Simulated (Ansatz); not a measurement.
Species: sum formula SrOH, net charge 0, doublet state. It need not be the lowest isomer of its formula. SMILES: [OH][Sr]
Geometry: optimised at B3LYP-D3(BJ)/def2-TZVP (Ansatz, a quantum-chemistry and plane-wave program).

Parts of the frozen-core correlation energy in def2-SVP (Ansatz, hartree). Frozen orbitals: 5; correlated occupied orbitals by spin: 5 and 4; virtual: 32 and 33. UHF or UKS for open shells. Spin-orbit coupling is left out. In def2 rows, elements after Kr have scalar-relativistic effective core potentials.

| term | value |
|---|---|
| reference (HF) | -105.76957 |
| MP2 opposite-spin | [?] |
| MP2 same-spin | [?] |
| CCSD correlation | [?] |
| (T) | -0.00442 |
| CCSDT minus CCSD(T) | -0.00019 |
| CCSDT(Q) minus CCSD(T) | -0.00094 |
| T1 diagnostic | 0.019 |
| largest doubles amplitude | 0.043 |
| <S^2> of the reference | 0.750 |

Problem. Complete the blanks.

Solution. 
- MP2 opposite-spin, value: -0.15397
- MP2 same-spin, value: -0.05643
- CCSD correlation, value: -0.21361
